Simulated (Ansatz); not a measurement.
```yaml
crystal:
  periodic: [false, false, false]
  atoms:
    - {symbol: F, position_ang: [-1.274809, -2.160853, 1.011398]}
    - {symbol: Si, position_ang: [-0.469679, -0.699929, 1.210612]}
    - {symbol: N, position_ang: [0.362655, -0.258431, -0.041237]}
    - {symbol: Si, position_ang: [0.361823, 0.768940, -0.981495]}
    - {symbol: F, position_ang: [-1.318729, 1.080261, -1.029846]}
    - {symbol: Cl, position_ang: [1.125876, 2.669557, -0.891623]}
    - {symbol: Cl, position_ang: [0.828532, 0.044455, -3.038036]}
    - {symbol: H, position_ang: [0.385360, -1.153004, 2.396458]}
    - {symbol: H, position_ang: [-1.331186, 0.168112, 1.649854]}
    - {symbol: H, position_ang: [1.454408, -0.712051, 0.113959]}
basis:
  gaussian: {orbitals: def2-mTZVP}
magnetization: {spin_polarized: true, initial_magnetization: 2}
hamiltonian: {xc: {name: SPW92}}
relax: {f_tol: 0.0001, max_steps: 1}
output: {forces: true}
```

```sh
$ ansatz run in.yaml --threads 2 --pin off --events-out ev --progress --plain --max-ram 32768MiB --backend cpu
```

Q: How does Ansatz answer? (Estimate.)

A: Computed: The calculation stopped without meeting its thresholds.
```
Functional definition: SPW92
1442 factors; their error is unknown
mean field evaluation 1: about -47564.5014 eV, gradient 7.1e1 eV
mean field evaluation 2: about -47453.5851 eV, gradient 1.5e2 eV
mean field evaluation 4: about -47571.4664 eV, gradient 3.7e1 eV
mean field evaluation 8: about -47582.8495 eV, gradient 8.1e0 eV
mean field evaluation 16: about -47583.5504 eV, gradient 1.3e-1 eV
mean field evaluation 32: about -47583.5314 eV, gradient 2.1e-5 eV
mean field -47583.53140291 eV, -1748.6625257809 hartree, gradient 1.7e-6 eV, S^2 2.001128; 10 other end points of the search recorded, 0 dependent functions left out
reference -47583.53144694 eV, -1748.6625273990 hartree; 46, 44 occupied and 108, 110 virtual orbitals, 1442 factors
relax step   1: F+E_penalty+E_count = -47583.53140291 eV  Δ(F+E_penalty+E_count) = +0.000e0 eV  max|allowed force component| = 1.442e1 eV/Å  Δτ_max = 0.0000 Å  (507 SCF iters, accepted)
Error: geometry relaxation did not converge after 1 steps: max|allowed force component| = 1.44e1 eV/Å (threshold 1.0e-4). Raise `relax.max_steps` over both its present limit and 1, loosen `relax.f_tol`, or start from a geometry closer to equilibrium. Where this run's directory can be resumed (`checkpoint.write`), a resume goes on for up to `relax.max_steps` more
```
